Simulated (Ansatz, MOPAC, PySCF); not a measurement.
Dimer: C2H4 (SMILES C=C) (first 6 atoms) with CHN (SMILES C#N); geometry from B3LYP-D3(BJ)/def2-TZVP.
(charge 0, multiplicity 1):
```xyz
9

C     -0.0870     0.6368     0.2230
C     -0.2279    -0.6784     0.1258
H      0.8824     1.1136     0.1394
H     -0.9366     1.2908     0.3792
H     -1.1986    -1.1542     0.1987
H      0.6205    -1.3315    -0.0411
C      0.2838    -0.3362     3.7729
N      0.4225    -0.4363     4.9067
H      0.1544    -0.2427     2.7130
```

Counterpoise-corrected where a basis set is named; no monomer relaxation. Rows marked so take none.

Rows in 6-31G*, STO-3G carry no dispersion term and start afresh at each structure (6-31G* with six Cartesian d functions). The state that PM3 reach isn't checked.

The values were computed with Ansatz (a program for electronic structure); MOPAC for PM3 (differences of heats of formation); PySCF for 6-31G* rows, STO-3G rows. Values without a source in brackets are computed.

Question: One of these levels gives -0.95 kcal/mol for the interaction energy. Name it.
A) PM3
B) HF/STO-3G (no counterpoise)
C) SVWN5/def2-TZVPPD
D) HF/6-31G* (no counterpoise)

Answer: B, HF/STO-3G (no counterpoise). The others give -1.52 (PM3), -2.33 (HF/6-31G* (no counterpoise)), -3.64 (SVWN5/def2-TZVPPD)
